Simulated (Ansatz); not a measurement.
A nudged elastic band was laid between two geometries of CH₇AlBNSi (12 atoms, charge 0, multiplicity 1).

Level of theory: RKS B3LYP-D4/6-31G in Ansatz 0.2.0.

```
movable images  : 7
climbing image  : yes
spring          : 5.0 eV/Å²
optimiser       : quadratic models (default)
start path      : IDPP
force threshold : 0.03 eV/Å
iteration limit : 30
end points      : relaxed
```

First end point:

```xyz
12
Properties=species:S:1:pos:R:3
B -2.123 0.993 0.840
C -1.407 1.653 -0.372
N -0.696 0.659 -0.742
Al 0.181 -0.888 -0.978
Si 2.322 -1.101 0.197
H -3.127 0.374 0.661
H -1.590 1.007 1.908
H -1.397 2.628 -0.869
H -0.519 -1.918 -1.978
H 2.511 -2.488 0.756
H 2.437 -0.130 1.340
H 3.486 -0.845 -0.728
```

Last end point:

```xyz
12
Properties=species:S:1:pos:R:3
B -2.293 -0.276 0.957
C -1.861 1.108 0.396
N -0.897 0.725 -0.348
Al 0.400 -0.107 -1.265
Si 2.560 -0.326 -0.123
H -3.070 -0.941 0.342
H -1.746 -0.707 1.927
H -2.172 2.152 0.501
H -0.003 -0.560 -2.742
H 2.417 -0.223 1.372
H 3.526 0.748 -0.555
H 3.216 -1.648 -0.428
```

**Question.** Which bonds break or form, and what moves?

**Answer.** No bond is made or broken. The dihedral N3–Al4–Si5–H10 goes from 140 to 22°.

**Question.** Give the energies along the band, and the barrier.

**Answer.** It converged. The highest image is number 5 of 0 to 8, 0.002 eV above the ends, which have the same energy within 2 meV. The top lies less than 8 meV above the higher end, about what the thresholds resolve: that end is a shoulder or a very shallow well. A vibrational analysis at the climbing image gives no mode beyond 40i cm⁻¹: the surface is too flat there to confirm a saddle point. Limits of this set-up: no polarisation functions.

| image | path coordinate (Å) | energy (eV) | dihedral N3–Al4–Si5–H10 (°) |
| --- | --- | --- | --- |
| 0 | 0.00 | 0.000 | 140 |
| 1 | 0.56 | 0.000 | 126 |
| 2 | 1.13 | 0.000 | 111 |
| 3 | 1.69 | 0.001 | 97 |
| 4 | 2.26 | 0.002 | 82 |
| 5 | 2.82 | 0.002 | 67 |
| 6 | 3.39 | 0.002 | 52 |
| 7 | 3.95 | 0.001 | 37 |
| 8 | 4.52 | 0.000 | 22 |

**Question.** What is the geometry of the highest image?

**Answer.** 
```xyz
12
Properties=species:S:1:pos:R:3
B -2.313 -0.155 0.949
C -1.840 1.183 0.316
N -0.875 0.737 -0.390
Al 0.405 -0.186 -1.240
Si 2.560 -0.404 -0.087
H -3.100 -0.833 0.363
H -1.789 -0.543 1.948
H -2.127 2.240 0.354
H 0.002 -0.724 -2.689
H 2.452 -1.241 1.161
H 3.118 0.934 0.323
H 3.584 -1.062 -0.975
```

The band took 6 iterations and of the order of 2.7 core-minutes.

The run took 2.7 min on 1 thread of Arm Neoverse V2, on a shared host, peak memory 0.16 GiB.
